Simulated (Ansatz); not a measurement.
The cluster Na₂Cl₂⁺, relaxed as a doublet with UKS PBE0-D4/def2-TZVP in Ansatz, starting from the GFN2-xTB geometry. Force threshold 0.02 eV/Å.

The relaxation made no stability test and no search for a lower SCF solution. The structure comes from a short search, and lower isomers may exist.

Start:

```xyz
4

Na   -1.781    2.513   -0.853
Na    1.338   -1.224   -0.360
Cl    0.626   -1.996    1.930
Cl   -0.184    0.707   -0.718
```

Problem. Estimate the energy that the relaxation releases and the steps that it takes.

Solution. 78.6 kJ/mol, in 14 steps; 34 s on 4 threads of Arm Neoverse V1 on a shared host. No frequencies were taken in this run, so the end may be a saddle point.

Problem. Does the start keep its bonding and symmetry?

Solution. Bonds formed: Na1–Cl3 (atoms count from 1). The end is the same structure that another start reached, the lowest one found. Point group Cs at the start, D2h at the end, both within 0.05 Å.

Problem. Predict the relaxed structure.

Solution. 
```tsv
atom	x (Å)	y (Å)	z (Å)
Na1	-1.631	1.601	0.262
Na2	1.631	-1.601	-0.262
Cl3	-0.294	-0.495	1.191
Cl4	0.295	0.495	-1.191
```
Bond lengths (bridged metal pairs left out): 4 × Cl–Na 2.65 Å.
